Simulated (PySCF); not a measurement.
PySCF 2.14 output of an unrestricted r2SCAN calculation on a single atom or ion in def2-SVP (5s3p2d, 24 functions), with no relativity, point nucleus:

```
SCF conv_tol = 1e-09
number electrons alpha = 10  beta = 9
    J. W. Furness, A. D. Kaplan, J. Ning, J. P. Perdew, and J. Sun.,  J. Phys. Chem. Lett. 11, 8208-8215 (2020)
    J. W. Furness, A. D. Kaplan, J. Ning, J. P. Perdew, and J. Sun.,  J. Phys. Chem. Lett. 11, 9248-9248 (2020)
    J. W. Furness, A. D. Kaplan, J. Ning, J. P. Perdew, and J. Sun.,  J. Phys. Chem. Lett. 11, 8208-8215 (2020)
    J. W. Furness, A. D. Kaplan, J. Ning, J. P. Perdew, and J. Sun.,  J. Phys. Chem. Lett. 11, 9248-9248 (2020)
cycle= 1 E= -677.207423353231  delta_E= -0.000383  |g|= 0.0011  |ddm|= 0.153
cycle= 2 E= -677.207427057029  delta_E= -3.7e-06  |g|= 0.000288  |ddm|= 0.0177
cycle= 3 E= -677.207427407817  delta_E= -3.51e-07  |g|= 3.29e-05  |ddm|= 0.00703
cycle= 4 E= -677.207427411039  delta_E= -3.22e-09  |g|= 9.16e-07  |ddm|= 0.000711
cycle= 5 E= -677.207427411039  delta_E= -5.68e-13  |g|= 8.62e-09  |ddm|= 1.05e-05
converged SCF energy = -677.207427411039  <S^2> = 0.75017704  2S+1 = 2.000177
```

The run itself started from symmetry-adapted Hartree-Fock orbitals and held the occupation by maximum overlap, on a logarithmic radial grid, so the iterations belong to that start.

Which element, charge and spin multiplicity is this?

Ca⁺ (calcium, charge +1), multiplicity 2; the state was [Ar] 4s1, 2S determinant.
